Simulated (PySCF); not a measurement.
**ECD: SMILES CC(=O)[C@@H]1CC[C@@H]1N, C6H11NO**

Geometry (Å), atoms numbered from 1 in this order:
```xyz
19

C     2.2640   -0.7658   -0.5174
C     1.3590    0.1287    0.2850
O     1.5163    0.3468    1.4610
C     0.2032    0.6936   -0.5082
C    -0.6927    1.6660    0.2753
C    -1.7661    0.5779    0.4138
C    -0.9949   -0.2993   -0.6001
N    -0.7032   -1.6766   -0.2904
H     1.6603   -1.5592   -0.9549
H     3.0396   -1.1884    0.1158
H     2.7224   -0.2008   -1.3257
H     0.5631    1.0410   -1.4764
H    -0.2543    2.0074    1.2105
H    -1.0134    2.5226   -0.3124
H    -1.7848    0.1334    1.4079
H    -2.7779    0.8583    0.1282
H    -1.4492   -0.2741   -1.5941
H    -0.3606   -1.7595    0.6624
H    -1.5406   -2.2427   -0.3726
```

Method used: TDDFT PBE0/def2-SVPD circular dichroism and optical rotation, one conformer, gas phase in PySCF 2.14.0. Geometry: GFN2-xTB.

The molecule is flexible and this is one conformer; a measurement averages over conformers. States above about 7.0 eV (minus the energy of the highest occupied orbital) lie near or above the ionisation threshold and depend on the basis. Singlets 7 and 8 lie within 0.01 eV of each other, so their separate moments and overlaps can depend on how they mix.

(1) Assign R or S to each stereocentre.

(2) List the lowest 16 singlet excitations with oscillator and rotatory strengths.

## Answers

(1) C4 R, C7 S.

(2) Rotatory strengths R in 10⁻⁴⁰ esu² cm², velocity form and length form (origin at the centre of mass); f in length form.
```tsv
state	E (eV)	λ (nm)	f	R (velocity)	R (length)	main
1	4.45	279	0.0003	-7.8	-7.4	HOMO−1→LUMO 0.69, HOMO→LUMO 0.28
2	5.38	230	0.005	-4.3	-4.3	HOMO→LUMO 0.71, HOMO−1→LUMO 0.29
3	6.37	195	0.040	+41.1	+40.7	HOMO→LUMO+1 0.84
4	6.76	183	0.005	-13.9	-13.0	HOMO−1→LUMO+1 0.80, HOMO→LUMO+1 0.09
5	7.00	177	0.005	-0.6	-0.6	HOMO→LUMO+2 0.66, HOMO→LUMO+3 0.12
6	7.16	173	0.030	+31.1	+31.9	HOMO−2→LUMO 0.73, HOMO−3→LUMO 0.22
7	7.24	171	0.021	+24.7	+24.5	HOMO−3→LUMO 0.24, HOMO→LUMO+4 0.22
8	7.25	171	0.007	+1.2	+1.1	HOMO−3→LUMO 0.44, HOMO→LUMO+3 0.18
9	7.38	168	0.0007	-1.0	-1.7	HOMO−1→LUMO+2 0.67, HOMO→LUMO+4 0.19
10	7.42	167	0.001	-3.3	-3.5	HOMO→LUMO+3 0.38, HOMO→LUMO+4 0.36
11	7.47	166	0.018	-6.7	-6.8	HOMO−1→LUMO+3 0.55, HOMO−1→LUMO+4 0.35
12	7.62	163	0.009	+0.2	-0.1	HOMO−1→LUMO+4 0.36, HOMO−4→LUMO 0.28
13	7.74	160	0.012	-4.1	-4.1	HOMO−4→LUMO 0.54, HOMO−1→LUMO+4 0.21
14	7.99	155	0.033	+2.0	+1.8	HOMO→LUMO+5 0.87
15	8.22	151	0.039	-33.1	-32.8	HOMO→LUMO+6 0.52, HOMO−1→LUMO+5 0.17
16	8.25	150	0.003	+21.4	+19.4	HOMO−1→LUMO+5 0.73, HOMO→LUMO+6 0.19
```

For state 12 the two forms differ in sign, so the sign of R isn't settled.

Among the states computed, the strongest CD band (largest |R|) is state 3. The largest dissymmetry factor in size, g = 4R/(D+G), with D and G the electric and magnetic dipole strengths, is -0.18 for state 1 (velocity form, f = 0.0003), among bands with |R| over 0.5. The mirror image has the same energies and oscillator strengths and all R with the opposite sign.
